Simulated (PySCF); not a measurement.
# Distorted geometries of Pb4

Pb4 (singlet). PySCF 2.14.0, RKS TPSS, Pb def2-SVP with ECP60; non-relativistic Hamiltonian with scalar-relativistic core potentials where named; density fitting; no spin-orbit coupling. Relaxed geometry:

```xyz
4

Pb    1.5811    0.0000    0.0000
Pb   -1.5811    0.0000    0.0000
Pb    0.0000    2.5396    0.0000
Pb    0.0000   -2.5396    0.0000
```

Order these distorted geometries by energy above the relaxed one, lowest first.
A.
```xyz
4

Pb    1.8832   -0.0352   -0.0041
Pb   -1.5940    0.1312   -0.0047
Pb   -0.0292    2.7162    0.0372
Pb   -0.2601   -2.8122   -0.0284
```
B.
```xyz
4

Pb    1.5726   -0.0130    0.0011
Pb   -1.5803    0.0161   -0.0226
Pb    0.0274    2.5215    0.0083
Pb   -0.0198   -2.5246    0.0132
```
C.
```xyz
4

Pb    1.6149    0.0360   -0.0672
Pb   -1.5459    0.0188   -0.0816
Pb    0.0312    2.6398    0.0550
Pb   -0.1002   -2.6946    0.0938
```

B (0.00 eV), C (0.16 eV), A (0.73 eV).

Which forces (eV/Å) act in the one that lies 0.16 eV up?


```
Pb  -0.33 -0.44  0.11
Pb   0.24 -0.06  0.11
Pb  -0.09 -0.53 -0.10
Pb   0.18  1.03 -0.12
```
Forces carry noise of the integration grid, about 0.01 to 0.03 eV/Å.

No frequency check is given that shows the relaxed geometry to be a minimum.
